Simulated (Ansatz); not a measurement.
C₈H₁₂, charge -1, doublet (typed; the unrestricted solution is spin-contaminated), geometry from GFN2-xTB (a state made from the parent by changing its charge; the spin is typed, not shown lowest) (a gas-phase anion, which may not be bound at this level); Ansatz (a quantum-chemistry and plane-wave program) with HF/6-31G.

Ansatz was given this input:
Ansatz 0.2 input:
```yaml
crystal:
  periodic: [false, false, false]
  atoms:
    - {symbol: C, position_ang: [-0.69087412, -1.74553618, -0.18585767]}
    - {symbol: C, position_ang: [0.68862544, -1.74702532, -0.18012278]}
    - {symbol: C, position_ang: [1.52375294, -0.58781095, -0.54879789]}
    - {symbol: C, position_ang: [1.52040289, 0.58452485, 0.56145313]}
    - {symbol: C, position_ang: [0.69087412, 1.74553618, 0.18585767]}
    - {symbol: C, position_ang: [-0.68862544, 1.74702532, 0.18012278]}
    - {symbol: C, position_ang: [-1.52375294, 0.58781095, 0.54879789]}
    - {symbol: C, position_ang: [-1.52040289, -0.58452485, -0.56145313]}
    - {symbol: H, position_ang: [-1.20491430, -2.57513596, 0.29530008]}
    - {symbol: H, position_ang: [1.19685513, -2.57772862, 0.30528478]}
    - {symbol: H, position_ang: [1.17729101, -0.12804771, -1.47804495]}
    - {symbol: H, position_ang: [2.56346734, -0.90412835, -0.69801976]}
    - {symbol: H, position_ang: [2.55952115, 0.89859820, 0.71931718]}
    - {symbol: H, position_ang: [1.16523511, 0.12551900, 1.48778336]}
    - {symbol: H, position_ang: [1.20491430, 2.57513596, -0.29530008]}
    - {symbol: H, position_ang: [-1.19685513, 2.57772862, -0.30528478]}
    - {symbol: H, position_ang: [-1.17729101, 0.12804771, 1.47804495]}
    - {symbol: H, position_ang: [-2.56346734, 0.90412835, 0.69801976]}
    - {symbol: H, position_ang: [-1.16523511, -0.12551900, -1.48778336]}
    - {symbol: H, position_ang: [-2.55952115, -0.89859820, -0.71931718]}
basis:
  gaussian:
    orbitals: 6-31G
    symmetry_tolerance_ang: 0.01
hamiltonian:
  xc: hf
total_charge: -1
magnetization: {spin_polarized: true, initial_magnetization: 1}
```

Problem. Predict the main parts of the log of this Ansatz run.

Solution. 
```
Functional definition: HF
1400 factors; integrals over basis functions are off by at most 2.0e-4 eV
mean field evaluation 1: about -8422.3447 eV, gradient 2.0e1 eV
mean field evaluation 2: about -8422.3435 eV, gradient 2.0e1 eV
mean field evaluation 4: about -8425.3043 eV, gradient 2.3e0 eV
mean field evaluation 8: about -8425.3374 eV, gradient 9.2e-3 eV
mean field evaluation 16: about -8425.3374 eV, gradient 1.1e-4 eV
mean field evaluation 32: about -8425.4487 eV, gradient 1.8e-5 eV
mean field evaluation 64: about -8422.5534 eV, gradient 9.6e0 eV
mean field evaluation 96: about -8425.3427 eV, gradient 3.1e-1 eV
mean field -8425.44868857 eV, -309.6295283308 hartree, gradient 2.6e-5 eV, S^2 0.889111; 3 other end points of the search recorded, 0 dependent functions left out
reference -8425.44868857 eV, -309.6295283308 hartree; 31, 30 occupied and 65, 66 virtual orbitals, 1400 factors
Total energy: -8425.44868857 eV, -309.6295283308 hartree
```
